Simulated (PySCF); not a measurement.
An unknown shows these calculated signals:

1H NMR (500 MHz, computed): δ 1.65 (m, 3H).

13C{1H} NMR (computed): δ 168.6 (C), 133.1 (C), 8.2 (CH3).

[PySCF 2.14: GFN2-xTB structure; PBE0/pcSseg-1 with gauge-including orbitals; one averaged value for each set of equivalent atoms; relativity neglected; one computed conformer; isolated molecule]

Referencing at the same level of theory: 1H (σref 31.72), 13C (σref 186.93) against TMS.

**Question.** Which of these does the molecule contain: an S-methyl group, a methoxy group, a non-aromatic C=C double bond, a vinyl group CH=CH2?

**Answer.** 
- An S-methyl group: no.
- A methoxy group: no.
- A non-aromatic C=C double bond: yes.
- A vinyl group CH=CH2: no.

The data belong to `InChI=1S/C5H3F6P/c1-12(4(10)2(6)7)5(11)3(8)9/h1H3`; they needn't prove each group on their own.

Carbon signals by region: 1 in the far downfield region (above 160 ppm), 1 in the sp2 and nitrile region (100–160 ppm), 1 below 50 ppm. Above 160 ppm: 168.6, fully substituted alkene carbon.

Splittings by 19F and 31P in the carbon and heteronuclear signals aren't shown, as no couplings were computed. Shifts are as computed. Against solution values, carbons near 30 ppm lie about +3 ppm off and those near 130 ppm about +5 ppm. Of 1211 compounds with measured shifts, 218 miss one by over three times the rms of a fit or turn the order of signals round; such compounds aren't used in these exercises.
